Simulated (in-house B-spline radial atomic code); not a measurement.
**Response and correlation of neutral lead**

Closed shell [Xe] 4f14 5d10 6s2 (6p1/2)2. Computed with an all-electron radial atomic-structure program (B-spline basis): Dirac-Hartree-Fock, relativistic RPA (time-dependent Dirac-Hartree-Fock) for the response and second-order many-body perturbation theory for correlation, no-pair Dirac-Coulomb Hamiltonian, finite nucleus.

The shells are closed in jj coupling only; the real ground state mixes other jj configurations.

Command:
```bash
python run_mb.py task.json out
```
Settings (nuclear radius in fm, box in bohr, cutoff in hartree; a minus after a letter marks j = l - 1/2):
```
basis_form          2
Z                   82
core_configuration  [Xe] 4f14 5d10 6s2 6p-2
rms_radius          5.5012
mass_number         208
speed_of_light      137.036
box_radius          45.0
lmax                7
intervals           67
virtual_cutoff      168100.0
```

Cost of the run: 34 s on 1 thread of Arm Neoverse V1, with other jobs on the host.

| multipole (bohr³, bohr⁵, bohr⁷) | uncoupled | coupled RPA |
| --- | --- | --- |
| dipole | 41.314 | ? |
| quadrupole | 548.96 | 1256.3 |
| octupole | 10621 | 16427 |

(1) What is the coupled dipole polarisability?

(2) Which subshells carry the dipole polarisability?

(3) What does the dipole shielding factor come to?

Dipole polarisability at imaginary frequency:

| u (Eh) | α(iu) (bohr³) |
| --- | --- |
| 0 | 49.77 |
| 0.05 | 47.62 |
| 0.15 | 36.78 |
| 0.3 | 23.28 |
| 0.5 | 14.13 |
| 1 | 6.419 |
| 2 | 2.766 |
| 5 | 0.7572 |

(4) What dispersion coefficients follow for two such atoms?

(5) How good is RPA here?

Lowest J = 1 odd-parity excitations:

```json
{"energy (eV)": "3.9638", "oscillator strength": "0.146", "leading channel": "6p1/2 → s1/2", "weight": "0.989"}
{"energy (eV)": "5.3352", "oscillator strength": "0.397", "leading channel": "6p1/2 → d3/2", "weight": "0.944"}
{"energy (eV)": "5.5787", "oscillator strength": "0.0617", "leading channel": "6p1/2 → s1/2", "weight": "0.952"}
{"energy (eV)": "6.0295", "oscillator strength": "0.137", "leading channel": "6p1/2 → d3/2", "weight": "0.958"}
{"energy (eV)": "6.1532", "oscillator strength": "0.0253", "leading channel": "6p1/2 → s1/2", "weight": "0.962"}
{"energy (eV)": "6.4138", "oscillator strength": "0.104", "leading channel": "6p1/2 → d3/2", "weight": "0.974"}
```

Second-order correlation energy by the highest angular momentum of the excited pair (hartree): s -0.03461, p -0.3143, d -0.8887, f -1.883, g -1.472, h -0.5342, i -0.2455, k -0.1235.

(6) What is the second-order correlation energy at the partial-wave limit?

## Answers

(1) 49.774 atomic units, +20 % against the uncoupled value.

(2) 6p1/2 78.2 %, 6s1/2 18.9 %, 5d5/2 2.2 %.

(3) The dipole shielding factor is 1.000, against the exact N/Z = 82/82 = 1.000 of the non-relativistic theorem.

(4) C6 = (3/π)∫α(iu)²du = 547.9 hartree·bohr⁶ and C8 = 33820 hartree·bohr⁸.

(5) The recommended dipole polarisability is 47 bohr³ (Schwerdtfeger and Nagle, table of static dipole polarizabilities (2023 update)); RPA is off by +6 %, the part due to correlation beyond RPA.

(6) The listed waves sum to -5.4959 hartree; extrapolating the increments as (l + 1/2)⁻⁴ gives -5.7483 hartree, -1.91 eV per electron.
